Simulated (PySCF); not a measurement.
## Nonlinear optical response: `N#Cc1cnccn1`, C5H3N3

Molfile (atoms numbered from 1):
```
C5H3N3
     RDKit          3D

 11 11  0  0  0  0  0  0  0  0999 V2000
    3.4332    0.7027   -0.1731 N   0  0  0  0  0  0  0  0  0  0  0  0
    2.3030    0.5240   -0.1293 C   0  0  0  0  0  0  0  0  0  0  0  0
    0.9146    0.2344   -0.0589 C   0  0  0  0  0  0  0  0  0  0  0  0
    0.4832   -1.0677    0.2266 C   0  0  0  0  0  0  0  0  0  0  0  0
   -0.8016   -1.3601    0.2963 N   0  0  0  0  0  0  0  0  0  0  0  0
   -1.6659   -0.3791    0.0878 C   0  0  0  0  0  0  0  0  0  0  0  0
   -1.2388    0.9161   -0.1936 C   0  0  0  0  0  0  0  0  0  0  0  0
    0.0422    1.2208   -0.2665 N   0  0  0  0  0  0  0  0  0  0  0  0
    1.1802   -1.8757    0.3996 H   0  0  0  0  0  0  0  0  0  0  0  0
   -2.7128   -0.6405    0.1488 H   0  0  0  0  0  0  0  0  0  0  0  0
   -1.9319    1.7278   -0.3636 H   0  0  0  0  0  0  0  0  0  0  0  0
  1  2  3  0
  2  3  1  0
  3  4  2  0
  4  5  1  0
  5  6  2  0
  6  7  1  0
  7  8  2  0
  8  3  1  0
  4  9  1  0
  6 10  1  0
  7 11  1  0
M  END
```

Method used: quadratic response CAM-B3LYP/def2-SVPD first hyperpolarisability, Taylor convention, gas phase (PySCF 2.14.0). Geometry: GFN2-xTB.

Q: Give β for the processes computed.

A: In au, Taylor convention; the vector part is βᵢ = ⅓ Σⱼ (βᵢⱼⱼ + βⱼᵢⱼ + βⱼⱼᵢ); β∥ is 3/5 of the vector part along the dipole, the dipole points from − to +:
| process | λ (nm) | β vector norm | β∥ | β HRS | depolarisation ratio |
| --- | --- | --- | --- | --- | --- |
| static β(0;0,0) | ∞ | 102.7 | -57.4 | 41.9 | 5.26 |
| second harmonic β(−2ω;ω,ω) | 1907 | 110.2 | -61.7 | 45.0 | 5.25 |
| Pockels β(−ω;ω,0) | 1907 | 105.1 | -58.8 | – | – |
| second harmonic β(−2ω;ω,ω) | 1340 | 119.0 | -66.5 | 48.6 | 5.23 |
| Pockels β(−ω;ω,0) | 1340 | 107.7 | -60.2 | – | – |

Q: Which lowest excitations, dipole and polarisabilities go with it?

A: S1 4.05 eV (f = 0.003); S2 4.67 eV (f = 0.002); S3 5.31 eV (f = 0.199); dipole 4.20 D; isotropic α 73.1 au static, 73.4 au at 1907 nm, 73.7 au at 1340 nm, 74.3 au at 953.5 nm, 75.6 au at 670 nm.
